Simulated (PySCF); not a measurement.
Computed Raman spectrum (relative Raman activity) of a molecule C3H4ClF. Geometry: PBE0-D3(BJ)/def2-SVP. Other conformers were not sampled. Level of theory: PBE0-D3(BJ)/def2-SVP (PySCF). Frequencies are harmonic and unscaled.

ν (cm⁻¹): 324 (vw), 435 (vw), 480 (vw), 777 (vw), 857 (vw), 993 (vw), 1331 (vw), 1404 (w), 1446 (w), 1451 (w), 1781 (m), 3061 (vs), 3147 (s), 3186 (m), 3247 (s) (against the strongest line: vs over 80 %, s over 45 %, m over 15 %, w over 4 %, vw less)

### Question
Identify the compound among the candidates.
A) C/C(Cl)=C\F
B) FC1(Cl)CC1
C) F[C@@H]1C[C@H]1Cl
D) C/C=C(\F)Cl

### Answer
A, C/C(Cl)=C\F
